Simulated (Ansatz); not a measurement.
Computed with Ansatz on PBE0-D4/def2-TZVP structures; ΔE is electronic, products minus reactants. CCSD(T)/CBS adds triple-zeta CCSD(T) − MP2 to the extrapolated MP2 energy (def2 sets, frozen cores). This one scheme is used for every species. Each species was taken in one conformer, which may not be the lowest.

`[NH2][Al]([NH2])[SiH2][SiH3]` + H₂ → `[NH2][AlH][NH2]` + `[SiH3][SiH3]`  (hydrogenolysis of the Al–Si bond)

```json
{"species": "`[NH2][Al]([NH2])[SiH2][SiH3]`", "HF/CBS(def2) energy (Eh)": "-934.11646"}
{"species": "H₂", "HF/CBS(def2) energy (Eh)": "-1.13356"}
{"species": "`[NH2][AlH][NH2]`", "HF/CBS(def2) energy (Eh)": "-353.87859"}
{"species": "`[SiH3][SiH3]`", "HF/CBS(def2) energy (Eh)": "-581.38615"}
```

**Question.** Work out ΔE.

**Answer.** ΔE = (-353.87859) + (-581.38615) − (-934.11646) − (-1.13356) = -0.01472 Eh = -38.6 kJ/mol. CCSD(T)/CBS gives -1.6 kJ/mol.

**Question.** What do rigid-rotor, harmonic-oscillator terms from PBE0-D4/def2-TZVP frequencies (298.15 K, 1 bar) make of the CCSD(T)/CBS value? (Best estimate.)

**Answer.** Computed: ΔZPE = +8.8 kJ/mol, ΔH = +0.5 kJ/mol, ΔS = 3 J/(mol·K), ΔG = -0.3 kJ/mol. Modes under 50 cm⁻¹ make the entropy rough.

Largest T1 diagnostic among the species: 0.013.

From BLYP to BHLYP (50 % exact exchange), in def2-TZVPP and without D4, ΔE moves by −9.2 kJ/mol. At CCSD(T), def2-SVP lies −9.4 kJ/mol from the extrapolated value and def2-TZVPP −1.7 kJ/mol. In def2-TZVPP, CCSD(T) changes the Hartree–Fock value by +34.2 kJ/mol (the triples alone add +6.5 kJ/mol) and MP2 by +34.8 kJ/mol.
